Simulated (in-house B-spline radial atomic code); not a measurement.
Values are calculated unless marked as measured or tabulated.
**Softness against transferability: the 4d channel of Cd**

Cd, [Kr] 4d10 5s2, non-relativistic LDA (VWN5), spherical and spin-unpolarised, from an all-electron radial atomic-structure program (B-spline basis) (atomic units). The all-electron 4d level is ε = -0.470530 hartree, its outermost node lies just inside 0.42 bohr and its outer maximum at 0.97 bohr.

Troullier-Martins pseudo-orbitals are made for several radii. The cutoffs (hartree) are the plane-wave energies beyond which the orbital holds less than the named kinetic energy per electron. The phase error is the difference, pseudo minus all-electron, of arctan(R P'/P) at R = 1.66 bohr for all radii, half a hartree below and above the level.

```json
{"r_c (bohr)": "0.73", "V_l(0) (hartree)": "-86.75", "cutoff for 10 mEh": "149", "for 1 mEh": "198", "for 0.1 mEh": "422", "phase error at ε − 0.5 (mrad)": "-2.0", "at ε + 0.5 (mrad)": "-1.0"}
{"r_c (bohr)": "0.85", "V_l(0) (hartree)": "-33.00", "cutoff for 10 mEh": "74.4", "for 1 mEh": "102", "for 0.1 mEh": "167", "phase error at ε − 0.5 (mrad)": "-1.2", "at ε + 0.5 (mrad)": "-0.5"}
{"r_c (bohr)": "0.97", "V_l(0) (hartree)": "-18.55", "cutoff for 10 mEh": "34.6", "for 1 mEh": "54.5", "for 0.1 mEh": "77.4", "phase error at ε − 0.5 (mrad)": "-0.8", "at ε + 0.5 (mrad)": "-0.4"}
{"r_c (bohr)": "1.1", "V_l(0) (hartree)": "-15.37", "cutoff for 10 mEh": "31", "for 1 mEh": "40.5", "for 0.1 mEh": "49.6", "phase error at ε − 0.5 (mrad)": "-0.5", "at ε + 0.5 (mrad)": "-0.2"}
{"r_c (bohr)": "1.22", "V_l(0) (hartree)": "-14.73", "cutoff for 10 mEh": "30.4", "for 1 mEh": "38.7", "for 0.1 mEh": "46.9", "phase error at ε − 0.5 (mrad)": "-0.4", "at ε + 0.5 (mrad)": "-0.2"}
{"r_c (bohr)": "1.36", "V_l(0) (hartree)": "-14.24", "cutoff for 10 mEh": "29.5", "for 1 mEh": "37.3", "for 0.1 mEh": "45.3", "phase error at ε − 0.5 (mrad)": "-0.1", "at ε + 0.5 (mrad)": "0.0"}
```

**Question.** Which radius needs the lowest cutoff for 0.1 mEh while both phase errors stay within 0.9 mrad?

**Answer.** The radii within that limit are 0.97, 1.1, 1.22, 1.36 bohr; of these r_c = 1.36 needs the least, 45.3 hartree, that is 90.6 Ry or 1233 eV.

**Question.** What does the larger radius buy, and what does it cost?

**Answer.** From r_c = 0.73 to 1.36 bohr the cutoff for 1 mEh goes from 198 to 37.3 hartree, a factor of 5.31, against 3.47 for a pure 1/r_c² scaling, end to end; step by step it is 198, 102, 54.5, 40.5, 38.7, 37.3, and for 0.1 mEh 422, 167, 77.4, 49.6, 46.9, 45.3; the number of plane waves goes as the cutoff to the power 3/2, here a factor of 12.2. The larger of the two phase errors is least at r_c = 1.36 bohr, 0.1 mrad; it is 2.0 at the smallest radius and 0.1 at the largest, so in this scan the atom's own scattering shows no cost of a large radius. These errors test the reference atom alone. The smallest radius lies well inside the outer maximum, where the nodeless form must bend sharply to keep the norm, so it is both harder and scatters less well than the next. Large radii also let the cores of neighbours overlap, which an atom doesn't show.
